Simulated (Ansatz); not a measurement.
The cluster K₄Bi₂⁺. Charge 1, multiplicity 2. Geometry r2SCAN-D4/def2-SVP; atoms count from 1.

```xyz
6

K    -2.436    0.896   -1.860
K    -0.825   -2.228    2.271
K     2.206   -0.866   -3.223
K     1.968    1.618    1.896
Bi   -1.392    1.079    1.368
Bi    0.478   -0.500   -0.452
```

In the def2 sets Bi takes a core potential; there is no spin–orbit coupling. The structure comes from a short search, and lower isomers may exist.

(1) Estimate the Mulliken populations from the PBE0/def2-TZVP orbitals of Ansatz.

(2) Where does the spin sit?

(3) And the Mayer bond orders between bonded heavy atoms (over 0.3)?

## Answers

(1) 
```json
{"atom": "K1", "charge (e)": "0.67", "spin (α − β)": "-0.02"}
{"atom": "K2", "charge (e)": "0.64", "spin (α − β)": "0.01"}
{"atom": "K3", "charge (e)": "0.68", "spin (α − β)": "0.02"}
{"atom": "K4", "charge (e)": "0.63", "spin (α − β)": "-0.01"}
{"atom": "Bi5", "charge (e)": "-0.60", "spin (α − β)": "0.66"}
{"atom": "Bi6", "charge (e)": "-1.02", "spin (α − β)": "0.33"}
```
Mulliken values and Mayer orders depend strongly on the basis.

(2) Summed by element: K 0.01, Bi 0.99, of 1 unpaired in all. Largest on single atoms: Bi5 0.66, Bi6 0.33, K3 0.02.

(3) K1–Bi5 0.31 (3.40 Å); K2–Bi5 0.34 (3.47 Å); K3–Bi6 0.47 (3.29 Å); K4–Bi5 0.34 (3.44 Å); Bi5–Bi6 1.13 (3.05 Å).
